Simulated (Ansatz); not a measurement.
Coupled-cluster run, C2H2F2OTi (`C#[C][Ti]([OH])([F])[F]`).

```yaml
crystal:
  periodic: [false, false, false]
  atoms:
    - {symbol: C, position_ang: [1.390819, -1.352770, -1.370988]}
    - {symbol: C, position_ang: [0.781717, -0.555562, -0.688179]}
    - {symbol: Ti, position_ang: [-0.200108, 0.795435, 0.450923]}
    - {symbol: O, position_ang: [-1.850263, 0.211202, 0.648434]}
    - {symbol: F, position_ang: [-0.201130, 2.344168, -0.360342]}
    - {symbol: F, position_ang: [0.613603, 0.882671, 1.994355]}
    - {symbol: H, position_ang: [1.928583, -2.051176, -1.972435]}
    - {symbol: H, position_ang: [-2.370920, -0.331068, 1.242531]}
basis:
  gaussian: {orbitals: def2-TZVPP}
correlation: {method: ccsd_t}
output: {orbitals: {seedname: orbitals}}
```

```sh
$ ansatz run in.yaml --threads 4 --pin off --events-out ev --progress --plain
```

The program prints (abridged):

```
Functional definition: HF
1620 factors; integrals over basis functions are off by at most 5.9e-4 eV
mean field evaluation 1: about -32625.9584 eV, gradient 7.2e1 eV
mean field evaluation 2: about -32626.2320 eV, gradient 7.3e1 eV
mean field evaluation 4: about -32635.4073 eV, gradient 7.7e0 eV
mean field evaluation 8: about -32635.5871 eV, gradient 1.4e0 eV
mean field evaluation 16: about -32635.5931 eV, gradient 1.5e-6 eV
mean field -32635.59311391 eV, -1199.3359257366 hartree, gradient 1.4e-6 eV, S^2 0.000000; 0 other end points of the search recorded, 0 dependent functions left out
10 core orbitals not correlated: weight in the atoms' cores, before any rotation towards them, 1.000 or more for the frozen orbitals, at most 0.000 for the correlated occupied ones
reference -32635.59311391 eV, -1199.3359257366 hartree; 21, 21 occupied and 216, 216 virtual orbitals, 1620 factors
second order -39.94786853 eV of doubles, -0.00000000 eV of singles
cycle   1  -38.20870388 eV  change     1.7e0 eV  update   2.5e-1
cycle   2  -39.57231506 eV  change    -1.4e0 eV  update   1.6e-1
cycle   3  -39.91224248 eV  change   -3.4e-1 eV  update   5.4e-2
cycle   4  -39.93745997 eV  change   -2.5e-2 eV  update   2.0e-2
cycle   5  -39.91391150 eV  change    2.4e-2 eV  update   6.0e-3
cycle   6  -39.90974904 eV  change    4.2e-3 eV  update   3.0e-3
cycle   7  -39.91329812 eV  change   -3.5e-3 eV  update   1.1e-3
cycle   8  -39.91335522 eV  change   -5.7e-5 eV  update   6.8e-4
cycle   9  -39.91300398 eV  change    3.5e-4 eV  update   2.4e-4
cycle  10  -39.91340494 eV  change   -4.0e-4 eV  update   1.3e-4
cycle  11  -39.91321435 eV  change    1.9e-4 eV  update   4.9e-5
cycle  12  -39.91311356 eV  change    1.0e-4 eV  update   2.9e-5
cycle  13  -39.91316296 eV  change   -4.9e-5 eV  update   1.1e-5
perturbative correction -1.97144999 eV, -0.0724494507 hartree
Total energy: -32677.47772685 eV, -1200.8751568719 hartree
```

Hardware: 4 threads of a server CPU on a shared host. Wall time 8.8 min, peak host memory 5.9 GiB.

MP2 recovers 95.4 % of the CCSD(T) correlation energy and the triples give 4.7 %; T1 = 0.0233.
